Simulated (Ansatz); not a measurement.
Mulliken charges of H$_{4}$NNbO$_{3}$ (`[NH]=[Nb]([OH])([OH])[OH]`) from PBE/def2-TZVPP in Ansatz (PBE0-D4/def2-TZVP geometry).

```
atom   x (Å)   y (Å)   z (Å)  charge (e)
  N1  -0.181   1.385  -1.120      -0.647
 Nb2   0.022  -0.007  -0.086       1.337
  O3   1.839  -0.589  -0.264      -0.477
  O4  -1.234  -1.335  -0.666      -0.477
  O5  -0.327   0.453   1.727      -0.482
  H6  -0.279   2.140  -1.779       0.167
  H7   2.285  -1.242   0.277       0.185
  H8  -1.458  -2.148  -0.210       0.185
  H9  -0.580   1.296   2.104       0.210
```

Problem. By hand: the dipole of these point charges (1 e Å = 4.8032 D).

Solution. Σ q r = (0.000, -0.204, 0.378) e Å, of length 0.430 e Å = 2.07 D.

Problem. How does the dipole of the full density compare? (Estimate.)

Solution. The calculation gave: (-0.020, -0.152, 0.418) e Å, 2.14 D; the point charges give 0.97 times that, at 9° from its direction.

Point charges leave out the atoms' own dipoles, such as those of lone pairs, and Mulliken's split depends on the basis, so the close match here is no proof of good charges.
